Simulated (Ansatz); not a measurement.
Geometry optimisation, RKS PBE/def2-SVP (Ansatz 0.2.0).

The input (input.yaml):

```yaml
crystal:
  periodic: [false, false, false]
  atoms:
    - { symbol: O, position_ang: [0.58927, 1.42145, 0.34728] }
    - { symbol: C, position_ang: [-0.07017, 0.27013, 0.42258] }
    - { symbol: Si, position_ang: [0.08645, -1.20741, -0.45024] }
    - { symbol: F, position_ang: [1.0597, -1.47313, -1.70981] }
    - { symbol: H, position_ang: [0.10779, 2.09397, -0.16226] }
basis:
  gaussian: { orbitals: def2-SVP }
hamiltonian:
  xc: pbe
relax:
  f_tol: 0.015
  max_steps: 40
output:
  orbitals: {}
```

Command:

```bash
$ ansatz run input.yaml --threads 1 --pin off --max-ram 2048MiB --backend cpu --events-out ev --progress --plain --runs-dir out
```

Task: Where does it end, and by what steps?

Result: The forces met the threshold. After 23 steps the energy has fallen by 1.580 eV; C2 moved furthest, 0.87 Å.

```tsv
step	energy less start (eV)	largest force component (eV/Å)	accepted
0	0.0000	4.288	yes
1	-0.4122	2.490	yes
2	-0.7636	1.051	yes
3	-0.9039	1.156	yes
4	-1.0329	1.251	yes
5	-1.0368	1.609	yes
6	-1.1363	2.169	yes
7	-1.1959	0.501	yes
8	-1.0918	2.228	no
9	-1.2544	0.467	yes
10	-1.2803	0.433	yes
11	-1.3211	0.685	yes
12	-1.3695	1.332	yes
13	-1.4210	0.946	yes
14	-1.3971	1.781	no
15	-1.5028	0.673	yes
16	-1.5526	0.434	yes
17	-1.5298	0.394	no
18	-1.5745	0.294	yes
19	-1.5785	0.170	yes
20	-1.5793	0.068	yes
21	-1.5776	0.101	no
22	-1.5795	0.023	yes
23	-1.5796	0.004	yes
```

```xyz
5
Properties=species:S:1:pos:R:3
O 0.472 1.537 0.536
C 0.524 0.464 -0.176
Si 0.031 -1.211 -0.417
F 0.903 -1.889 -1.651
H -0.157 2.203 0.155
```

Whether the end is a true minimum wasn't checked by a vibrational analysis.

Time of the run: 72 s on 1 thread of Arm Neoverse N1 (shared host), peak memory 0.16 GiB.
